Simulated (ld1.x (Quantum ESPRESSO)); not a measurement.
## Fe: excitation energies, all-electron against PAW

Fe, PAW, made with ld1.x (Quantum ESPRESSO) 7.5 (PBE, scalar-relativistic). Core [Ne], reference 3s2 3p6 3d6 4s2 4p0. Waves: 3s (bound): rcut 1.10, rcutus 1.30 bohr; 4s (bound): rcut 1.10, rcutus 1.30 bohr; 3p (bound): rcut 1.35, rcutus 1.55 bohr; 4p (bound, empty): rcut 1.35, rcutus 1.55 bohr; 3d (bound): rcut 1.10, rcutus 1.35 bohr; 3d channel at 0.4 Ry: rcut 1.10, rcutus 1.35 bohr. Local part: all-electron potential smoothed inside 1.25 bohr (lloc = -1). Core correction: a·sin(br)/r model core, default radius (ld1.x builds one for every PAW set, though the input has nlcc=.false.). Augmentation charge: GAUSS, radius 1.05 bohr.

Energies are relative to the spin-unpolarised reference configuration 3s2 3p6 3d6 4s2 4p0; without spin polarisation the order of configurations can differ from experiment. The frozen-core shift is the all-electron ΔE with the core orbitals held at their reference shape minus the fully relaxed ΔE.

Its overlap operator is not positive definite in a basis up to 400 Ry (lowest eigenvalue p -1.76), so the file is unfit for use: the generalised eigenproblem breaks down once the basis is large enough, and its test numbers describe a broken file.

| valence configuration | charge | ΔE all-electron (eV) | error AE − PS (meV) | frozen-core shift (meV) |
| --- | --- | --- | --- | --- |
| 3s2 3p6 3d6 4s1 4p0 | +1 | 8.729 | -0.4 | +0.9 |
| 3s2 3p6 3d6 4s0 4p0 | +2 | 24.932 | -0.6 | +2.3 |
| 3s2 3p6 3d5 4s0 4p0 | +3 | 59.155 | +4.5 | -0.8 |
| 3s2 3p6 3d6 4s1 4p1 | 0 | 4.105 | +4.0 | +0.5 |
| 3s1 3p6 3d6 4s2 4p0 | +1 | 101.878 | -2.4 | +14 |
| 3s2 3p6 3d7 4s0 4p0 | +1 | 6.636 | +17 | +4.4 |
| 3s2 3p6 3d6 4s1.5 4p0 | +0.5 | 3.484 | -0.2 | +0.4 |

Levels in the configuration 3s1 3p6 3d6 4s2 4p0:

| level | all-electron (eV) | pseudo (eV) |
| --- | --- | --- |
| 3s | -110.397 | -110.370 |
| 3p | -76.192 | -76.197 |
| 3d | -22.578 | -22.549 |
| 4s | -14.169 | -14.173 |

A variational frozen-core shift is positive and of second order in the change. This column holds negative values, so the frozen-core run of ld1.x carries numerical noise or an error of first order here, and the column gives no more than the rough size of the effect.

The ghost test of this file was not conclusive.
